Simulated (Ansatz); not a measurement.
Geometry optimisation, RKS PBE-D4/6-31G* in Ansatz 0.2.0.

input.yaml

```yaml
crystal:
  periodic: [false, false, false]
  atoms:
    - { symbol: Si, position_ang: [0.0, 0.0, 0.0] }
    - { symbol: H, position_ang: [0.0, 0.0, 1.81] }
    - { symbol: "N", position_ang: [1.7163, 0.0, -0.6061] }
    - { symbol: H, position_ang: [2.2145, -0.918, -0.7868] }
    - { symbol: H, position_ang: [2.2175, 0.918, -0.7783] }
    - { symbol: Cl, position_ang: [-1.0032, 1.7381, -0.7093] }
    - { symbol: Cl, position_ang: [-1.0032, -1.7381, -0.7093] }
    - { symbol: S, position_ang: [-2.3345, 0.0, 0.7757] }
    - { symbol: H, position_ang: [-3.0901, -0.8728, -0.0163] }
    - { symbol: H, position_ang: [-0.9511, 0.0, 1.8802] }
basis:
  gaussian: { orbitals: "6-31G*" }
hamiltonian:
  xc: pbe
  dispersion: d4
relax:
  f_tol: 0.15
  max_steps: 25
  restrain:
    - { distance: [0, 7], at: 3.36, k: 30.0 }
    - { distance: [9, 1], at: 1.86, k: 30.0 }
    - { distance: [0, 1], at: 1.46, k: 30.0 }
    - { distance: [9, 7], at: 1.4, k: 30.0 }
```

Launched with:

```bash
$ ansatz run input.yaml --threads 2 --pin off --max-ram 3072MiB --backend cpu --events-out ev --progress --plain --runs-dir out
```

Where does it end, and by what steps?

The run converged. The restraints hold the end off the free minimum. After 17 steps the energy has fallen by 4.822 eV (the restraints' own energy left out); H9 moved furthest, 1.05 Å. Parted: Si1–S8 (2.46 → 3.37 Å). Joined: S8–H10 (1.77 → 1.38 Å).

| step | energy less start (eV) | largest force component (eV/Å) | accepted |
| --- | --- | --- | --- |
| 0 | 0.0000 | 2.912 | yes |
| 1 | -0.9615 | 2.401 | yes |
| 2 | -2.0641 | 3.566 | yes |
| 3 | -3.1989 | 3.980 | yes |
| 4 | -4.3529 | 1.358 | yes |
| 5 | -4.6706 | 0.954 | yes |
| 6 | -4.7371 | 0.805 | yes |
| 7 | -4.7486 | 0.663 | yes |
| 8 | -4.7642 | 0.649 | yes |
| 9 | -4.7598 | 0.797 | no |
| 10 | -4.7686 | 0.653 | yes |
| 11 | -4.7742 | 0.663 | yes |
| 12 | -4.7864 | 0.638 | yes |
| 13 | -4.7979 | 0.755 | yes |
| 14 | -4.8127 | 0.662 | yes |
| 15 | -4.7844 | 1.018 | no |
| 16 | -4.8131 | 0.647 | yes |
| 17 | -4.8217 | 0.660 | yes |

```xyz
10
Properties=species:S:1:pos:R:3
Si 0.204 0.055 -0.225
H -0.075 -0.246 1.187
N 1.916 0.122 -0.434
H 2.461 -0.726 -0.256
H 2.269 0.608 -1.262
Cl -0.451 1.926 -0.800
Cl -0.721 -1.420 -1.379
S -2.887 0.132 1.125
H -3.161 -1.192 0.984
H -1.788 -0.132 1.921
```

Run time: 47 s on 2 threads of Arm Neoverse V1, on a shared host, peak memory 0.15 GiB.
